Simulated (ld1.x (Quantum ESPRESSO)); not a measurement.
**What the settings do to the ultrasoft potential of carbon (C)**

Base potential:

ld1.x (Quantum ESPRESSO) 7.5 input, shortened:

```
&input
   title='C', zed=6., rel=0, dft='PBE', iswitch=3,
   config='[He] 2s2 2p1 3d-2'
 /
 &inputp
   pseudotype=3, tm=.true., lloc=-2, rcloc=1.15,
   nlcc=.false.,
   which_augfun='PSQ', rmatch_augfun_nc=.true.
 /
6
2S  1  0   2.00   0.00  1.25  1.35  0.0
2S  1  0   0.00   1.65  1.25  1.35  0.0
2P  2  1   1.00   0.00  1.25  1.45  0.0
2P  2  1   0.00   0.05  1.25  1.45  0.0
3D  3  2  -2.00   0.30  1.05  1.30  0.0
3D  3  2  -2.00   2.25  1.05  1.30  0.0
 &test
   configts(1)='2s2 2p1'
 /
```

All-electron outer shells of the reference configuration (PBE, non-relativistic, ld1.x):

```
shell  level (eV)  outermost node (bohr)  outermost maximum (bohr)
   2s      -25.74                   0.38                      1.17
   2p      -17.01                      –                      1.11
```

Cutoffs, loose and tight: the cutoffs (Ry, on a coarse ladder) from which the occupation-weighted sum of valence levels, in a spherical-Bessel basis at the reference potential, stays within 10 and 1 mRy of its value at 400 Ry. They do not see the model core or the augmentation charge, which bear on the density cutoff. Test errors are all-electron minus pseudo excitation energies from the reference, over the configurations 2s2 2p2; 2s2 2p0; 2s1 2p0; 2s2 2p2.3; 2s1 2p3; 2s2 2p1.5; 2s1 2p2. A dash means not determined; rows that change the core or the reference have their own tests. The largest error is taken over the tests solved by every variant that gives reliable tests at all: 2s1 2p2; 2s1 2p3; 2s2 2p0; 2s2 2p1.5; 2s2 2p2; 2s2 2p2.3.

| change | outcome | cutoff, loose | cutoff, tight | bound ghosts | largest test error (meV) |
| --- | --- | --- | --- | --- | --- |
| base | generated | 25 Ry | 35 Ry | none | +46 |
| augmentation built from norm-conserving waves at rcut, not smoothed further | generated | 25 Ry | 35 Ry | none | +75 |
| local potential all-electron potential smoothed inside 1.26 bohr (lloc = -2) | generated | 25 Ry | 35 Ry | none | +46 |
| functional LDA (PZ); added wave 3d channel at 0.3 Ry: rc 1.30 bohr; removed wave 3d channel at 0.3 Ry: rcut 1.05, rcutus 1.30 bohr; removed wave 3d channel at 2.25 Ry: rcut 1.05, rcutus 1.30 bohr | generated | 25 Ry | 35 Ry | none | +34 |
| type PAW; waves now 2s (bound): rcut 1.25, rcutus 1.35 bohr; 2s channel at 1.65 Ry: rcut 1.25, rcutus 1.35 bohr; 2p (bound): rcut 1.25, rcutus 1.45 bohr; 2p channel at 0.05 Ry: rcut 1.25, rcutus 1.45 bohr; 3d channel at 0.3 Ry: rc 1.30 bohr; local potential the d channel; core correction a·sin(br)/r model core, default radius (ld1.x builds one for every PAW set, though the input has nlcc=.false.); augmentation BESSEL, radius 1.40 bohr | generated | 30 Ry | 35 Ry | none | +2.3 |
| core correction a·sin(br)/r model core inside 0.52 bohr | generated | 25 Ry | 35 Ry | none | -16 |
| waves 2s (bound): rcut 1.25, rcutus 1.72 bohr; 2s channel at 1.65 Ry: rcut 1.25, rcutus 1.72 bohr | generated | 25 Ry | 35 Ry | none | +83 |
| waves 2p (bound): rcut 1.25, rcutus 1.82 bohr; 2p channel at 0.05 Ry: rcut 1.25, rcutus 1.82 bohr | generated | 18 Ry | 25 Ry | none | +57 |
| wave 3d channel at 0.3 Ry: rcut 1.05, rcutus 1.30 bohr becomes 3d channel at 6.78 Ry: rcut 1.05, rcutus 1.30 bohr | generated | 25 Ry | 35 Ry | none | +46 |

Problem. What comes out with this change to the base: reference 2s2 2p1.75?

Solution. outcome: generated; cutoff, loose: 25 Ry; cutoff, tight: 35 Ry; bound ghosts: none; largest test error (meV): +188.
